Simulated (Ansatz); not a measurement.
Reaction (ligand exchange at the Sb–N bond): `C=C=[N][SbH2]` + `N[SiH3]` → `[SiH3][NH][SbH2]` + `C=C=N`

Calculated with Ansatz (gas phase, PBE0-D4/def2-TZVP geometries, no zero-point term in ΔE). CBS: MP2 limit from def2 TZ/QZ plus the TZ coupled-cluster correction, frozen cores. This one scheme is used for every species. DFT in def2-TZVPP. HSE06 is defined as in plane-wave codes. def2 core potentials past Kr. For Sb outer-core shells are correlated without core-valence functions, which leaves a few kJ/mol of doubt a bond. Each species was taken in one conformer, which may not be the lowest.

```
             level  ΔE (kcal/mol)  difference from CCSD(T)/CBS
       LDA (SPW92)            3.4                         -0.1
            B97M-V            4.4                          0.9
           PBE0-D4            4.0                          0.5
        r2SCANh-D4            4.3                          0.8
        r2SCAN0-D4            4.2                          0.7
          HSE06-D4            4.1                          0.6
          BHLYP-D4            3.9                          0.4
            B2PLYP            5.0                          1.5
               PBE            4.7                          1.2
            revPBE            5.2                          1.7
              PBE0            4.4                          0.9
           r2SCANh            4.4                          0.9
         CAM-B3LYP            4.5                          1.0
           LC-ωPBE            3.5                          0.0
  CCSD(T)/def2-SVP            2.6                         -0.9
CCSD(T)/def2-TZVPP            3.7                          0.2
       CCSD(T)/CBS            3.5                            0
```

Largest T1 diagnostic among the species: 0.015.

The D4 term adds −0.8 kcal/mol with B3LYP and −0.4 kcal/mol with PBE0; it sums over pairs of atoms, weighted by their polarisabilities, and B3LYP, whose exchange is more repulsive, gets the larger term. At CCSD(T), def2-SVP lies −0.8 kcal/mol from the extrapolated value and def2-TZVPP +0.2 kcal/mol. From BLYP to BHLYP (50 % exact exchange), in def2-TZVPP and without D4, ΔE moves by −0.8 kcal/mol.

B3LYP here is the variant with VWN-RPA as its local correlation; programs differ in this.
